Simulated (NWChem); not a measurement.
Species: SnF cation, singlet; SMILES [F][Sn+]

```xyz
2

Sn     0.0000     0.0000    -0.2403
F      0.0000     0.0000     1.6634
```
Atoms are numbered in this order, from 1.

Low-valent species are run as closed-shell singlets; no triplet was tried in these runs. Coordinates come from a PBE0/def2-SVP optimisation. def2 effective core potentials on Sn; no spin-orbit coupling.

### Question
List the 6 lowest vertical singlet excitations from B3LYP/def2-SVPD with def2 effective core potentials on Sn, full TDDFT (NWChem).

### Answer
```tsv
state	energy (eV)	oscillator strength	leading excitation (squared amplitude)
S1	5.86	0.078	HOMO → LUMO (0.96)
S2	5.86	0.078	HOMO → LUMO+1 (0.96)
S3	5.99	0.000	HOMO−2 → LUMO+1 (0.50)
S4	6.11	0.000	HOMO−2 → LUMO+1 (0.49)
S5	6.11	0.000	HOMO−2 → LUMO (0.49)
S6	6.97	0.006	HOMO−2 → LUMO (0.42)
```
